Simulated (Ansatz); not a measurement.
SiH2F4, closed shell: a saddle search.

in.yaml

```yaml
crystal:
  periodic: [false, false, false]
  atoms:
    - {symbol: Si, position_ang: [-0.368800, -0.158700, -0.176200]}
    - {symbol: H, position_ang: [1.239800, -0.431100, -0.220600]}
    - {symbol: F, position_ang: [-0.750100, -1.323200, -1.201900]}
    - {symbol: F, position_ang: [-1.133400, -0.691800, 1.093900]}
    - {symbol: F, position_ang: [-0.892500, 1.076000, -1.002900]}
    - {symbol: H, position_ang: [1.444900, 0.415400, 0.516400]}
    - {symbol: F, position_ang: [0.460100, 1.113300, 0.991300]}
basis:
  gaussian: {orbitals: def2-SVP}
hamiltonian: {xc: pbe0, dispersion: d4}
saddle:
  max_steps: 4
  mode_guess:
    - [-0.0520, 0.2706, 0.2221]
    - [0.1881, 0.0887, 0.0964]
    - [0.1853, 0.1686, 0.1634]
    - [-0.0505, -0.0455, 0.0212]
    - [-0.0418, 0.0184, -0.0547]
    - [0.1766, -0.5628, -0.4542]
    - [-0.4056, 0.0620, 0.0057]
```

Command:

```bash
ansatz run in.yaml --threads 4 --pin off --events-out ev --progress --plain --max-ram 9574MiB
```

The run's output (Ansatz 0.2.0):

```
Functional definition: PBE0
  name "PBE0"
  cite "Adamo & Barone, J. Chem. Phys. 110, 6158 (1999) doi:10.1063/1.478522"
  cite "Perdew, Burke & Ernzerhof, Phys. Rev. Lett. 77, 3865 (1996) doi:10.1103/PhysRevLett.77.3865"
  parent pbe
  parameter a = 0.25
  parameter kappa = 0.804
  parameter beta = 0.06672455060314922
  exchange = (1 - a)*pbe_x(kappa = kappa, mu = beta*pi^2/3) + a*exact_x
  correlation = pbe_c(beta = beta)
832 factors; integrals over basis functions are off by at most 3.2e-4 eV
mean field evaluation 1: about -18751.7909 eV, gradient 5.2e1 eV
mean field evaluation 2: about -18746.9260 eV, gradient 7.8e1 eV
mean field evaluation 4: about -18755.9960 eV, gradient 2.2e0 eV
mean field evaluation 8: about -18756.0104 eV, gradient 3.3e-2 eV
mean field -18756.01037147 eV, -689.2706678712 hartree, gradient 5.6e-5 eV, S^2 0.000000; 0 other end points of the search recorded, 0 dependent functions left out
the calculation of the forces begins
reference -18756.01039045 eV, -689.2706685686 hartree; 26, 26 occupied and 58, 58 virtual orbitals, 832 factors
these checks for a lower state are left out or cut short: stability, starts, cluster_reference, orbital_swaps, neighbouring_geometries, increment
832 factors; integrals over basis functions are off by at most 3.2e-4 eV
mean field evaluation 16: about -18755.9886 eV, gradient 1.8e-3 eV
mean field -18755.99597571 eV, -689.2701388365 hartree, gradient 1.9e-6 eV, S^2 0.000000; 0 other end points of the search recorded, 0 dependent functions left out
the calculation of the forces begins
reference -18755.99599466 eV, -689.2701395331 hartree; 26, 26 occupied and 58, 58 virtual orbitals, 832 factors
these checks for a lower state are left out or cut short: stability, starts, cluster_reference, orbital_swaps, neighbouring_geometries, increment
832 factors; integrals over basis functions are off by at most 3.2e-4 eV
mean field -18756.00132735 eV, -689.2703355058 hartree, gradient 1.9e-6 eV, S^2 0.000000; 0 other end points of the search recorded, 0 dependent functions left out
the calculation of the forces begins
reference -18756.00134631 eV, -689.2703362025 hartree; 26, 26 occupied and 58, 58 virtual orbitals, 832 factors
saddle step   1: F+E_penalty+E_count = -18756.10282228 eV  max|allowed force component| = 2.809e0 eV/Å  curvature = -16.7232 eV/Å²  mode residual = 2.28e0 eV/Å²  Δτ_max = 0.0000 Å  (1 rotations, 3 force calls, 63 SCF iters)  cluster: 3 rotations left out, max|force component along them| = 4.580e-7 eV/Å
saddle step   2: F+E_penalty+E_count = -18756.29999502 eV  max|allowed force component| = 2.030e0 eV/Å  curvature = -9.7070 eV/Å²  mode residual = 2.69e0 eV/Å²  Δτ_max = 0.2000 Å  (1 rotations, 3 force calls, 66 SCF iters)  cluster: 3 rotations left out, max|force component along them| = 4.778e-8 eV/Å
saddle step   3: F+E_penalty+E_count = -18756.52928180 eV  max|allowed force component| = 6.207e-1 eV/Å  curvature = -12.1549 eV/Å²  mode residual = 3.40e0 eV/Å²  Δτ_max = 0.1225 Å  (1 rotations, 3 force calls, 62 SCF iters)  cluster: 3 rotations left out, max|force component along them| = 8.783e-7 eV/Å
saddle step   4: F+E_penalty+E_count = -18756.54568289 eV  max|allowed force component| = 4.671e-1 eV/Å  curvature = -11.6013 eV/Å²  mode residual = 1.35e0 eV/Å²  Δτ_max = 0.0273 Å  (1 rotations, 3 force calls, 70 SCF iters)  cluster: 3 rotations left out, max|force component along them| = 1.004e-7 eV/Å
Error: the saddle search did not converge after 4 steps: max|allowed force component| = 4.67e-1 eV/Å (threshold 5.0e-2). At the last step the curvature along the mode is -11.601 eV/Å² (extrapolated from the last rotation, not read by a force call), negative, as on the way to a saddle point. To go on, set a larger `saddle.max_steps` (a set value also replaces the default of 250 for a search that goes on from a second negative curvature), or search again from the last step's geometry and mode. Where this run's directory can be resumed (`checkpoint.write`), a resume goes on for up to `saddle.max_steps` more
F+E_penalty+E_count at the last step = -18756.54568289 eV
to start another search from the last step: its geometry and its mode (saddle.mode_guess, Cartesian):
  atoms:
    - { symbol: Si, position_ang: [-0.37443727, -0.10097890, -0.12819473] }
    - { symbol: H, position_ang: [1.26790422, -0.44746542, -0.23127584] }
    - { symbol: F, position_ang: [-0.56358403, -1.31070705, -1.16988396] }
    - { symbol: F, position_ang: [-1.17189088, -0.66992152, 1.12997807] }
    - { symbol: F, position_ang: [-0.92800712, 1.11941300, -0.99243284] }
    - { symbol: H, position_ang: [1.24706797, 0.31238440, 0.40682383] }
    - { symbol: F, position_ang: [0.52294710, 1.09717548, 0.98498547] }
  mode_guess:
    - [-0.09187821, 0.30124846, 0.24333469]
    - [0.24021302, 0.02284286, 0.04692456]
    - [0.19072997, 0.18624784, 0.17896130]
    - [-0.06999447, -0.07436237, 0.05327824]
    - [-0.05351170, 0.04694967, -0.09061901]
    - [0.21359018, -0.50760606, -0.40329917]
    - [-0.42914879, 0.02467960, -0.02858061]


[the SCF lines of later steps are left out]
```

Hardware: 4 CPU threads of an AMD EPYC 9B45, shared host. Wall time about 3.3 s.


The run did not converge within its limit. Four steps were allowed, too few from this start.